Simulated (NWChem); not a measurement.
Everything below was run with NWChem. System: CSi, charge 0, spin multiplicity 3, at a geometry optimised with UB3LYP/def2-SVP. The structure started from a generated list of species. Its SCF solution wasn't tested for a lower state. Level: UB3LYP/def2-TZVP, VWN1-RPA local correlation.

The NWChem input:

```
start mol
memory heap 200 mb stack 900 mb global 1100 mb
geometry units angstroms nocenter noautoz
  Si     0.000000     0.000000     0.516929
  C      0.000000     0.000000    -1.206167
  symmetry group C2v
end
basis spherical
  * library def2-tzvp
end
dft
  xc b3lyp
  odft
  mult 3
  semidirect memsize 60000000 filesize 0
  iterations 100
end
task dft energy
```

Output (cleaned and shortened):

```
             Northwest Computational Chemistry Package (NWChem) 7.3.0
             --------------------------------------------------------

                                NWChem Input Module
                                -------------------

 Scaling coordinates for geometry "geometry" by  1.889725989
 (inverse scale =  0.529177249)

 Turning off AUTOSYM since
 SYMMETRY directive was detected!

                             Geometry "geometry" -> ""
                             -------------------------

 Output coordinates in angstroms (scale by  1.889725989 to convert to a.u.)

  No.       Tag          Charge          X              Y              Z
 ---- ---------------- ---------- -------------- -------------- --------------
    1 Si                  14.0000     0.00000000     0.00000000     0.51692900
    2 C                    6.0000     0.00000000     0.00000000    -1.20616700

 Effective nuclear repulsion energy (a.u.)      25.7971052779

            Nuclear Dipole moment (a.u.)
            ----------------------------
        X                 Y               Z
 ---------------- ---------------- ----------------
     0.0000000000     0.0000000000     0.0000075589

      Symmetry information
      --------------------

 Group name             C2v
 Group number             16
 Group order               4
 No. of unique centers     2

      Symmetry unique atoms

     1    2


 Summary of "ao basis" -> "" (spherical)
 ------------------------------------------------------------------------------
       Tag                 Description            Shells   Functions and Types
 ---------------- ------------------------------  ------  ---------------------
 *                         def2-tzvp                  on all atoms

                                 NWChem DFT Module
                                 -----------------

 Summary of "ao basis" -> "ao basis" (spherical)
 ------------------------------------------------------------------------------
       Tag                 Description            Shells   Functions and Types
 ---------------- ------------------------------  ------  ---------------------
[...]
     8     -0.125108  1 Si pz                40      0.116296  2 C  s

 Vector   12  Occ=0.000000D+00  E=-4.681323D-02  Symmetry=b2
              MO Center= -6.7D-16,  5.0D-16,  5.1D-02, r^2= 3.5D+00
   Bfn.  Coefficient  Atom+Function         Bfn.  Coefficient  Atom+Function
  ----- ------------  ---------------      ----- ------------  ---------------
    19      0.594274  1 Si py                50     -0.438451  2 C  py
    16      0.330512  1 Si py                44     -0.309515  2 C  py
    47     -0.239345  2 C  py                13      0.124677  1 Si py
     7     -0.113257  1 Si py                27      0.108302  1 Si d -1
    22      0.075578  1 Si d -1              10     -0.054258  1 Si py

   alpha - beta orbital overlaps
   -----------------------------

   alpha      1      2      3      4      5      6      7      8      9     10
    beta      1      2      3      4      6      5      7      8     10     11
 overlap   1.000  1.000  1.000  1.000  1.000  1.000  0.993  0.932  0.957  0.932

   alpha     11     12     13     14     15     16     17     18     19     20
    beta      9     13     12     14     15     17     16     20     18     19
 overlap   0.986  0.955  0.986  0.994  0.983  0.996  0.999  0.916  1.000  0.920

   alpha     21     22     23     24     25     26     27     28     29     30
    beta     21     23     22     25     24     26     27     29     28     31
 overlap   0.995  0.823  0.976  0.827  0.977  0.999  0.996  0.998  1.000  0.994

   alpha     31     32     33     34     35     36     37     38     39     40
    beta     30     34     32     33     36     35     38     37     39     40
 overlap   0.997  0.949  1.000  0.953  0.990  0.998  0.984  0.995  0.933  1.000

   alpha     41     42     43     44     45     46     47     48     49     50
    beta     41     43     42     47     46     44     45     48     50     49
 overlap   0.934  0.998  0.999  0.721  0.997  0.723  0.999  0.997  0.998  1.000

   alpha     51     52     53     54     55     56     57     58     59     60
    beta     51     53     52     54     55     57     56     59     58     60
 overlap   0.999  1.000  1.000  1.000  0.999  0.999  1.000  0.994  1.000  0.993

   alpha     61     62     63     64     65     66     67     68
    beta     62     61     63     64     65     66     67     68
 overlap   0.999  1.000  0.999  1.000  1.000  1.000  1.000  1.000

     --------------------------
     Expectation value of S2:
     --------------------------
      <S2> =      2.0319 (Exact =     2.0000)

 center of mass
 --------------
 x =   0.00000000 y =   0.00000000 z =  -0.00056335

 moments of inertia (a.u.)
 ------------------
          89.040682989280           0.000000000000           0.000000000000
           0.000000000000          89.040682989280           0.000000000000
           0.000000000000           0.000000000000           0.000000000000

     Multipole analysis of the density
     ---------------------------------

     L   x y z        total         alpha         beta         nuclear
     -   - - -        -----         -----         ----         -------
     0   0 0 0     -0.000000    -11.000000     -9.000000     20.000000

     1   1 0 0     -0.000000     -0.000000     -0.000000      0.000000
     1   0 1 0     -0.000000     -0.000000     -0.000000      0.000000
     1   0 0 1      0.689490      2.129721     -1.440239      0.000008

     2   2 0 0    -12.858991     -8.342599     -4.516392      0.000000
     2   1 1 0     -0.000000     -0.000000      0.000000      0.000000
     2   1 0 1      0.000000      0.000000     -0.000000      0.000000
     2   0 2 0    -15.326681     -8.210676     -7.116005      0.000000
     2   0 1 1      0.000000      0.000000      0.000000      0.000000
     2   0 0 2    -14.794072    -36.559032    -22.766395     44.531355

 Task  times  cpu:        1.6s     wall:        1.6s

 Total times  cpu:        1.6s     wall:        1.6s
```
